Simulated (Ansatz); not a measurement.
Ansatz (an electronic-structure program) input:

Ansatz 0.2 input:
```yaml
crystal:
  periodic: [false, false, false]
  atoms:
    - {symbol: Re, position_ang: [0.02457323, -0.00454314, 0.02937553]}
    - {symbol: O, position_ang: [1.36280435, 0.14994258, -1.28422307]}
    - {symbol: H, position_ang: [1.60808627, 0.95355606, -1.75731350]}
    - {symbol: O, position_ang: [-1.52326197, -0.27607588, 1.06414399]}
    - {symbol: H, position_ang: [-2.16741792, 0.39624575, 1.31478142]}
basis:
  gaussian:
    orbitals: def2-TZVPD
hamiltonian:
  xc: {name: B2PLYP}
total_charge: 1
magnetization: {spin_polarized: true, initial_magnetization: 4}
correlation: {electrons: outside_noble_gas}
```

Task: Which total energy does the run end on?

Result: -229.40357 Eh (B2PLYP/def2-TZVPD). The basis has 141 functions.

This state (charge 1, quintet) is run at the relaxed geometry of the species with charge 0 and multiplicity 4.
